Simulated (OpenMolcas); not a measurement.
# Rh5+: moving or changing the point charges

Rh5+ among 4 point charges of -1 e arranged as a tetrahedron (Td), 2.23 Å from the ion.
```
   1.2875    1.2875    1.2875  -1.00
   1.2875   -1.2875   -1.2875  -1.00
  -1.2875    1.2875   -1.2875  -1.00
  -1.2875   -1.2875    1.2875  -1.00
```

| Quantity | Value |
| --- | --- |
| Program | OpenMolcas 26.06 |
| Method | CASSCF |
| Basis | ANO-RCC-VDZP [6s5p3d1f] |
| Scalar Hamiltonian | DKH2, point nucleus |
| Active space | 4 electrons in 5 orbitals (4d) |
| State averaging | 2S+1 = 5 even, 5 roots; 2S+1 = 3 even, 45 roots; 2S+1 = 1 even, 50 roots |
| Spin-orbit coupling | RASSI with atomic mean-field integrals over the reference wave functions |

Runs around this geometry, states (labels of Td). Energies in cm-1 above the lowest state or level, χT in cm3 K/mol; under a threefold ground state the first gap can be a small split of the lowest multiplet, not the spin-orbit step; 10Dq and B are least-squares fits to the states below 45000 cm-1, weighted by degeneracy, with a free offset, and given where the rms deviation is under 5 % of |10Dq| (or 100 cm-1) and under 700 cm-1; 10Dq is negative for this site.

| R (Å) | q (e) | Ground state | First state of that spin | 10Dq | B (rms of fit) | First gap with spin-orbit (degeneracies) | χT at 300 K | First state of another spin |
| --- | --- | --- | --- | --- | --- | --- | --- | --- |
| 2.23 | -0.8 | 5T2 | 5E 543.5 | -563 | 1042 (17) | 666.8 (1, 3) | 0.479 | 3T1 21155 |
| 2.12 | -1 | 5T2 | 5E 862.0 | -893 | 1042 (18) | 661.1 (1, 3) | 0.490 | 3T1 21045 |
| 2.23 | -1 | 5T2 | 5E 674.2 | -699 | 1042 (17) | 664.7 (1, 3) | 0.483 | 3T1 21114 |
| 2.48 | -1 | 5T2 | 5E 401.2 | -416 | 1042 (17) | 668.6 (1, 3) | 0.475 | 3T1 21195 |

Taking |10Dq| as R^-n, n = -ln(416 / 893) / ln(2.48 / 2.12) = 4.9 between the shortest and longest distance. The point-charge formula for a cubic d site gives n = 5.

Scaling the charges by -0.8 / -1 = 0.80 scales |10Dq| by 563 / 699 = 0.81; with fixed orbitals a first-order splitting would follow the charge.

Without dynamic correlation the repulsion within the d shell is too large (B by tens of per cent), so at a given field states of lower spin stand too high. Point charges give a weaker field than real ligands, and real ions of this kind are as a rule low spin; the high spin found here belongs to the model. The ground term spreads over less than 5000 cm-1, several times less than with real ligands, so orbital moments are less quenched and χT lies further from the spin-only value than at real sites. Spin-orbit coupling mixes the spin-free states strongly: the lowest level takes only 63 % from its leading state, 5T2 (figures for R = 2.23, q = -0.8; the like holds for R = 2.12, q = -1, R = 2.23, q = -1, R = 2.48, q = -1). Point charges carry no covalency, so the field is a model and not that of real ligands. A group larger than the point group allows holds several states that coincide in this model. No measured value stands beside these numbers.
